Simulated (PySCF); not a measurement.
## H2RuS, triplet: data card

Method: UPBE0/[Ru def2-TZVP with ECP28, S def2-TZVP, H def2-TZVP], scalar-relativistic core potentials, density fitting, no spin–orbit coupling, PySCF.

The structure is a minimum.

Coordinates in bohr (charge 0 multiplicity 3):
```
Ru    0.0000    0.0000   -0.8807
S     0.0000    0.0000    2.9382
H     2.7915    0.0000   -2.0755
H    -2.7915    0.0000   -2.0755
```

* Point group: C2v
* Bond lengths: Ru–H 1.607 Å (×2), Ru–S 2.021 Å
* Bond angles: H–Ru–H 133.7°, H–Ru–S 113.2° (×2)
* Rotational symmetry number: 2
* Highest occupied level (α): -6.98 eV
* Spin squared ⟨S²⟩: 2.017
* Zero-point energy: 36.4 kJ/mol
* Principal polarisabilities: 38.9, 53.5, 81.7 bohr³
* Principal quadrupole moments (Buckingham, traceless) about the centre of mass: -3.31, 0.31, 3.00 D Å
* Dipole moment: 1.30 D
* Rotational constants: 3.833, 0.1655, 0.1587 cm⁻¹
* Atomisation energy without zero-point energy: 877 kJ/mol
* Entropy at 298.15 K and 1 bar (electronic part: spin only): 282.4 J/(mol K)
* Enthalpy at 298.15 K above 0 K: 12.79 kJ/mol
* Lowest empty level (β): -3.37 eV
* Heat capacity Cp at 298.15 K: 53.7 J/(mol K)

Harmonic modes (masses in u: Ru 101.904, S 31.972, H 1.008):
```
symmetry  ω (cm⁻¹)  IR (km/mol)     type
      b1       193         22.6     bend
      b2       419          5.8     bend
      a1       571         27.3    mixed
      a1       904          8.1     bend
      b2      1982          108  stretch
      a1      2019          162  stretch
```

In C2v the vibrations span b1 + 2b2 + 3a1. Here b1 is antisymmetric to the molecular plane and b2 lies in it.

Charges (e):
```tsv
atom	Mulliken	Löwdin	polar tensor	spin (Mulliken)	Mayer order to Ru1
Ru1	0.40	-0.18	0.68	1.71	–
S2	-0.33	0.19	-0.37	0.43	2.13
H3,4	-0.03	-0.01	-0.15	-0.07	0.89
```

Mulliken populations on Ru1 (electrons outside its core potential): s 2.57, p 6.36, d 6.67, f 0.01.

Only a few start shapes were tried, so a lower isomer may exist. With open d or f shells other occupations or spin states may lie lower. At this level a triplet minimum of Cs symmetry lies 54 kJ/mol below this structure.

The final relaxation and frequency run took about 4 core-minutes on a shared host.
